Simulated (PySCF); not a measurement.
B(Cl)(NHMe)(OMe) (C2H7BClNO), SMILES CNB(Cl)OC.

Coordinates come from a B3LYP-D3(BJ)/def2-SVP optimisation. One conformer was computed; it need not be the lowest.

Calculation: TDDFT-CAM-B3LYP/def2-SVPD in PySCF.

Vertical excitations. Isolated molecule, no solvent. State labels are in the subgroup Cs.

Computed lowest excited states:
| state | symmetry | energy (eV) | λ (nm) | f | main pairs |
|---|---|---|---|---|---|
| S1 | A" | 6.58 | 188 | 0.002 | HOMO→LUMO 89 % |
| S2 | A" | 7.76 | 160 | 0.020 | HOMO→LUMO+1 48 %, HOMO→LUMO+2 24 %, HOMO→LUMO+5 11 %, HOMO−1→LUMO 8 % |
| S3 | A" | 7.82 | 158 | 0.033 | HOMO→LUMO+2 44 %, HOMO−1→LUMO 28 %, HOMO→LUMO+1 13 % |
| S4 | A' | 8.06 | 154 | 0.093 | HOMO→LUMO+3 59 %, HOMO−2→LUMO 19 %, HOMO→LUMO+6 11 % |
| S5 | A" | 8.06 | 154 | 0.001 | HOMO−1→LUMO 49 %, HOMO→LUMO+1 22 %, HOMO→LUMO+2 13 % |
| S6 | A' | 8.23 | 151 | 0.203 | HOMO−2→LUMO 56 %, HOMO→LUMO+3 22 %, HOMO−2→LUMO+1 9 % |
| S7 | A" | 8.60 | 144 | 0.005 | HOMO−1→LUMO+1 35 %, HOMO→LUMO+4 34 %, HOMO−4→LUMO 8 %, HOMO−1→LUMO+2 6 % |
| T1 | A" | 6.40 | 194 | 0 | HOMO→LUMO 84 % |
| T2 | A' | 6.68 | 186 | 0 | HOMO→LUMO+3 68 %, HOMO→LUMO+6 24 % |
| T3 | A" | 7.61 | 163 | 0 | HOMO→LUMO+1 54 %, HOMO→LUMO+5 13 %, HOMO→LUMO+2 12 %, HOMO−1→LUMO 9 % |
| T4 | A" | 7.69 | 161 | 0 | HOMO→LUMO+2 49 %, HOMO−1→LUMO 25 % |
Triplets are in the Tamm–Dancoff approximation, which puts them higher than full response would, so one can lie above its singlet here.
